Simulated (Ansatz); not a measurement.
Compare A (`BCC(N)F`) with its isomer B (`BNC(C)F`).

Isolated molecules relaxed with PBE0-D4/def2-TZVP in Ansatz; ΔE leaves out vibrations. CBS: MP2 limit from def2 TZ/QZ plus the TZ coupled-cluster correction, frozen cores. DFT in def2-TZVPP. B3LYP here is the variant with VWN-RPA as its local correlation; programs differ in this. One conformer a species, not always the lowest.

**Question.** Which isomer does CCSD(T)/CBS put lower? Give the gap. (Estimate.)

**Answer.** The calculation gave: B, by 33.4 kcal/mol.

**Question.** Give E(B) − E(A) in kcal/mol with B2PLYP, B3LYP, MP2/def2-TZVPP, CCSD(T)/def2-TZVPP, B3LYP-D4, ωB97M-V, PBE-D4. (An estimate is asked.)

**Answer.** Ansatz gave: B2PLYP -34.1, B3LYP -34.1, MP2/def2-TZVPP -34.0, CCSD(T)/def2-TZVPP -33.8, B3LYP-D4 -34.1, ωB97M-V -33.1, PBE-D4 -33.5. None reverses the order clearly.

Largest T1 diagnostic: 0.012.

In def2-TZVPP, CCSD(T) changes the Hartree–Fock value by −1.1 kcal/mol (the triples alone add −0.3 kcal/mol) and MP2 by −1.4 kcal/mol.
